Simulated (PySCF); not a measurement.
Identify the compound

Molecular formula: C6H14AlP. Simulated spectra:

¹H NMR (600 MHz, computed): δ 3.66 (br, 3H), 2.35 (m, 1H), 1.60 (m, 2H), 1.58 (m, 2H), 1.48 (m, 2H), 1.27 (m, 2H), 1.22 (m, 2H).

¹³C{¹H} NMR (computed): δ 41.2, 33.3, 31.9 (2C), 22.7 (2C).

One computed conformer, equivalent nuclei averaged, non-relativistic Hamiltonian, gas phase. CAM-B3LYP/pcSseg-1 with gauge-including orbitals; coordinates at the PBE0-D3(BJ)/def2-SVP level; PySCF 2.14.0 with density-fitted response routines.

Scale: TMS for ¹H (31.33 ppm), ¹³C (182.45 ppm) (reference shieldings calculated alike).

What is the structure?

Results:


4 carbon signals for 6 carbons: some carbons are equivalent by symmetry or fast rotation. Carbon types of the structure: 1 × CH, 5 × CH2, leaving 3 H on heteroatoms. δC 41.2: sp3 CH in a ring; a saturated carbon with 3 carbon neighbours and no heteroatom attached. δC 33.3, 22.7: sp3 CH2 bonded to P. δC 31.9: sp3 CH2 in a ring; saturated and bonded to C and H only. δH 3.66: hydrogen on an aluminium bonded to P. δH 2.35: hydrogen on an sp3 CH in a ring. δH 1.60, 1.48: hydrogen on an sp3 CH2 in a ring. δH 1.58, 1.27, 1.22: hydrogen on an sp3 CH2 bonded to P.

These data were computed for `C1[C@H]2CC[P@@+]([AlH3-])(C1)C2`.

This is the structure that produced the data.

Hydrides on Al or Ga are broadened by the quadrupolar metal nucleus. Splittings by ³¹P in the carbon and heteronuclear signals aren't shown, as no couplings were computed. Shifts are as computed, not scaled to solution data. Of 1313 compounds with measured shifts, 239 miss one by over three times the rms of a fit or turn the order of signals round; such compounds aren't used in these exercises. Multiplicities follow the n + 1 count of equivalent neighbours, as no J values were calculated; m marks all less simple cases, F and P coupling included.
